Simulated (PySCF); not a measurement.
Compound: ZnBr4 (charge -2 and singlet state).
Bonds: Br1–Zn2, Zn2–Br3, Zn2–Br4, Zn2–Br5.

The calculation used PBE0-D3(BJ)/def2-SVP geometry optimisation, gas phase (PySCF).

Give the optimised bond lengths and angles.

```json
{"bond": "Br1–Zn2 and 3 like bonds", "length (Å)": "2.478"}
```

Bonds in one row agree within 0.01 Å and their mean is given. A selection of angles:
```json
{"angle": "Br1–Zn2–Br3", "degrees": "110.3"}
{"angle": "Br1–Zn2–Br5", "degrees": "108.4"}
{"angle": "Br3–Zn2–Br5", "degrees": "111.0"}
```

Zn2 (zinc bonded to 4 Br) is tetrahedral (angles from 108.2° to 111.0°).

Not checked by PBE0-D3(BJ)/def2-SVP frequencies. Whether so highly charged an anion holds all its electrons in the gas phase wasn't checked; a finite basis holds them in any case. No counter-ion or solvent screens the charge of this multiply charged ion. The geometry's basis has no diffuse functions, a weakness for an anion.

On one thread, AMD EPYC 7R43 (x86_64), shared host with 256 logical CPUs at a one-minute load of 111, this took 2.5 min wall and 1.1 GiB of memory at its peak. That covers the optimisation of the geometry.
